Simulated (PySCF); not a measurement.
Species: C6H8NO (doublet state).
Structure used (GFN2-xTB), in Å, numbered top down from 1:
```xyz
16
C6H8NO angstrom
C     -2.4191   -0.1897    1.9211
C     -2.0525    0.2880    0.8633
C     -1.6341    0.7897   -0.3336
C     -0.7892    0.0058   -1.2635
C      0.6961    0.1429   -0.8615
O      1.5210    0.6580   -1.5803
N      0.9582   -0.3743    0.3527
C      2.2629   -0.3069    0.9641
H     -2.7655   -0.5776    2.8315
H     -1.8467    1.8205   -0.5668
H     -0.8825    0.3736   -2.2849
H     -1.0415   -1.0571   -1.2280
H      0.1886   -0.7056    0.9155
H      2.6049   -1.3048    1.2430
H      2.9477    0.1194    0.2329
H      2.2440    0.3269    1.8531
```

The hyperfine couplings belong to this conformer and change with its torsions.

As a line formula: `[CH]=C=CCC(=O)NC` [radical].

Method used: UKS B3LYP, pcH-1 on C H N O, non-relativistic, mean-field spin-orbit, GIAO (PySCF 2.14.0). The structure is a single GFN2-xTB conformer in the gas phase; no vibrational or solvent corrections. The geometry wasn't refined by DFT: couplings that depend on bond lengths, twists or pyramidal angles can differ widely from those at the functional's own minimum. No stability test was run, so a lower SCF solution isn't excluded.

Problem. Give the principal g shifts and their parts.

Solution. 
| Δg (ppm) | 1 | 2 | 3 |
| --- | --- | --- | --- |
| relativistic mass correction | -151 | -151 | -151 |
| gauge correction | -1 | 27 | 27 |
| orbital Zeeman/spin–orbit | -13 | 691 | 842 |
| total | -165 | 567 | 718 |

So g = 2.00215, 2.00289, 2.00304 and g_iso = 2.00269; the tensor is rhombic: the two nearest values differ by 17 % of g3 − g1. Axes: g2 points within 11° of the C3–C4 bond.

Problem. How much does each term add to the isotropic shift?

Solution. The orbital-Zeeman/spin–orbit term 506, the mass correction -151 and the gauge correction 18 ppm, for a total of 374 ppm. The orbital-Zeeman/spin–orbit term is the largest in size. The mass correction is the same along every axis, so the anisotropy comes from the other two: their spans along these axes are 28 (gauge) and 855 ppm (orbital Zeeman/spin–orbit).

Problem. What are the electron Larmor frequencies g μB B/h along the three axes at 330 mT?

Solution. 9.2475, 9.2509, 9.2516 GHz for g1, g2 and g3, a range of 4.1 MHz.

Problem. At 93.662 GHz, how far is the centre of the isotropic spectrum from where a free electron (g = 2.002319) resonates?

Solution. B = hν/(g μB) with μB/h = 13.99624 MHz/mT gives 3342.09 mT for the free electron and 3341.47 mT at g_iso, 0.62 mT lower.

Problem. In a frozen sample, at which fields do the three g values resonate at 9.5, 34, 94 and 263 GHz (hyperfine left aside), and which band first spreads them over more than twice a line width of 1.0 mT?

Solution. 
| band | GHz | B(g3) mT | B(g2) mT | B(g1) mT | spread mT |
| --- | --- | --- | --- | --- | --- |
| X | 9.5 | 338.86 | 338.89 | 339.01 | 0.15 |
| Q | 34.0 | 1212.77 | 1212.86 | 1213.30 | 0.53 |
| W | 94.0 | 3352.95 | 3353.20 | 3354.43 | 1.48 |
| J | 263.0 | 9381.13 | 9381.84 | 9385.27 | 4.14 |

The spread grows in proportion to the frequency. J band is the first where it exceeds 2.0 mT.

The Mulliken spin populations are largest on C3 (+0.76), C1 (+0.52), C2 (-0.25) and C4 (-0.06). The angles at C3 add up to 359.7°, so it is planar; its axial dipolar tensor and the negative coupling of its proton fit spin in a p orbital normal to that plane.

The HOMO–LUMO gaps are 6.02 eV among the α and 4.20 eV among the β orbitals.

The SMILES draws the unpaired electron on C1; the largest computed Mulliken spin population is on C3 (0.76 against 0.52).
